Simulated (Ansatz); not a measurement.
Ideal-gas functions of `[BH2][GaH2]` at 600 K and 1 bar, from an Ansatz frequency run at PBE0-D4/def2-TZVP.

Molar mass 84.57 g/mol, point group C2v (symmetry number 2), electronic degeneracy 1, moments of inertia 5.659, 56.268, 57.776 u Å². Harmonic wavenumbers (cm⁻¹, unscaled): 296, 324, 398, 528, 655, 751, 873, 1147, 1937, 1941, 2568, 2648.

Use S(trans) = R[1.5 ln M + 2.5 ln T − 1.1517]; rotational temperatures θ = 24.2544 K / I; S(rot) = R[ln(√π/σ · √(T³/θAθBθC)) + 1.5]; for each mode x = 1.438777 ν̃/T, S = R[x/(eˣ − 1) − ln(1 − e⁻ˣ)] and H = RT x/(eˣ − 1); 1 cm⁻¹ = 0.0119627 kJ/mol; R = 8.31446 J/(mol·K).

By hand: the entropy, in J/(mol·K).

Translation 178.7. Rotation: θ = 4.286, 0.4311, 0.4198 K, giving 92.3. Vibration, mode by mode: 11.34, 10.62, 9.01, 6.89, 5.37, 4.46, 3.54, 2.11, 0.46, 0.45, 0.13, 0.11, in all 54.5. Electronic 0.0. Sum 325.5 J/(mol·K).

By hand: H − E and G − E in kJ/mol, counted from the electronic energy.

Zero-point energy ½ × 14066 × 0.0119627 = 84.1; thermal vibration 19.0; translation, rotation and pV give 4 RT = 20.0. H − E = 123.1 kJ/mol, and G − E = 123.1 − 600 × 325.5/1000 = -72.2 kJ/mol.

Vibration gives 17 % of the entropy.
